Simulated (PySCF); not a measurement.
Molfile (atoms numbered from 1):
```
C4H5F3O
     RDKit          3D

 13 12  0  0  0  0  0  0  0  0999 V2000
    1.4694    0.4211    0.7416 C   0  0  0  0  0  0  0  0  0  0  0  0
    0.9550   -0.4790   -0.3416 C   0  0  0  0  0  0  0  0  0  0  0  0
    1.6091   -1.3821   -0.7931 O   0  0  0  0  0  0  0  0  0  0  0  0
   -0.4312   -0.2098   -0.9175 C   0  0  0  0  0  0  0  0  0  0  0  0
   -1.5394   -0.0291    0.0867 C   0  0  0  0  0  0  0  0  0  0  0  0
   -1.5841   -1.0421    0.9624 F   0  0  0  0  0  0  0  0  0  0  0  0
   -2.7284    0.0239   -0.5244 F   0  0  0  0  0  0  0  0  0  0  0  0
   -1.4135    1.1019    0.7977 F   0  0  0  0  0  0  0  0  0  0  0  0
    0.9191    0.2312    1.6675 H   0  0  0  0  0  0  0  0  0  0  0  0
    1.3079    1.4718    0.4920 H   0  0  0  0  0  0  0  0  0  0  0  0
    2.5265    0.2219    0.9035 H   0  0  0  0  0  0  0  0  0  0  0  0
   -0.6909   -1.0473   -1.5640 H   0  0  0  0  0  0  0  0  0  0  0  0
   -0.3946    0.6995   -1.5247 H   0  0  0  0  0  0  0  0  0  0  0  0
  1  2  1  0
  2  3  2  0
  2  4  1  0
  4  5  1  0
  5  6  1  0
  5  7  1  0
  5  8  1  0
  1  9  1  0
  1 10  1  0
  1 11  1  0
  4 12  1  0
  4 13  1  0
M  END
```

[PySCF 2.14.0 with density-fitted response routines: PBE0-D3(BJ)/def2-TZVP structure; shielding tensors at B97-2/pcSseg-2 (GIAO); rapidly exchanging positions averaged; a single conformation; non-relativistic; in vacuum]

**Question.** Predict the 2D correlation tables (HSQC, COSY, HMBC).

**Answer.** 

HSQC (one-bond C–H):
```tsv
δH	δC
3.01 (H12/H13)	52.8 (C4)
2.32 (H9/H10/H11)	31.5 (C1)
```

HMBC (two and three bonds, from the bond graph):
```tsv
δH	δC
3.01 (H12/H13)	207.3 (C2), 136.0 (C5), 31.5 (C1)
2.32 (H9/H10/H11)	207.3 (C2), 52.8 (C4)
```

No COSY cross peaks are expected.

Shifts are taken against calculated references (same method and geometry level): ¹H (31.64 ppm), ¹³C (185.38 ppm) against TMS.

Short H···H contacts in this conformer between protons four or more bonds apart (candidates for NOE cross peaks, intensity ∝ r⁻⁶): H10···H13 2.75 Å.

Shifts are as computed. Against solution values, carbons near 30 ppm lie about +3 ppm off and those near 130 ppm about +7 ppm. Of 1211 compounds with measured shifts, 218 miss one by over three times the rms of a fit or turn the order of signals round; such compounds aren't used in these exercises.
